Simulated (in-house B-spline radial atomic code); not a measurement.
## Ionising Re VII (Re6+) with different functionals

Computed with a B-spline radial code for spherical atoms: four-component Dirac-Coulomb Hamiltonian, Fermi nucleus of rms radius 5.3698 fm, spin-restricted, spherical fractional occupations for the functionals, and exact exchange of hybrids averaged over the configuration. The ionisation energy is the difference of two self-consistent energies, [Xe] 4f14 5d1 → [Xe] 4f14, without Breit or QED terms; ε is the level of the shell that loses the electron (mean over j). The electron is taken from both j subshells in proportion to 2j + 1, so the result is a j average, not the step between ground levels.

```csv
method,rung,ΔSCF (eV),-ε(5d) (eV)
PBE0,global hybrid,81.69,76.13
BHandHLYP,global hybrid,81.79,78.17
HSE06,range-separated hybrid,81.64,75.66
CAM-B3LYP,range-separated hybrid,81.86,77.77
```

Task: Among the functionals, which spreads more, the ΔSCF values or the orbital energies?

Result: The orbital energies: ΔSCF values span about 0.22 eV and the orbital energies 2.50 eV; here energy differences depend much less on the functional than eigenvalues do.

Task: How do they compare with the NIST value?

Result: NIST lists 82.71 eV ± 0.05 (semi-empirical, ground level to ground level). Errors run from -1.07 to -0.85 eV. The correlated functionals all miss on the same side by more than they spread, so the cause is common to them (Breit-QED terms, spin polarisation, the choice among j levels, multiplet and fine-structure energies, or a listed next ion that isn't the cheapest removal here) and closeness doesn't rank the functionals.
